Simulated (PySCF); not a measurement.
These are PySCF with B3LYP-D3(BJ)/def2-TZVP // PBE0-D4/def2-TZVP values and carry that method's errors. Isolated molecules, 0 K electronic values unless said otherwise. One relaxed conformer stands for a flexible species; it need not be the lowest. B3LYP has the VWN-RPA correlation part, as in Gaussian. Excitations are Tamm–Dancoff values on a coarser integration grid. The basis has no diffuse functions, so Rydberg states are missing or too high.

Reference species (SMILES): `B/C=C(\N)C=C` (neutral, multiplicity 1).

```json
{
 "HOMO–LUMO gap": "4.15 eV",
 "S1–T1 gap (TDA)": "1.74 eV"
}
```

Changed species: `C=C/C(=C/N)B`.

### Question
What does the change do to the HOMO–LUMO gap and S1–T1 gap (TDA)?

### Answer
the HOMO–LUMO gap falls by 0.19 eV, to 3.96 eV; the S1–T1 gap (TDA) decreases by 0.47 eV, to 1.27 eV.
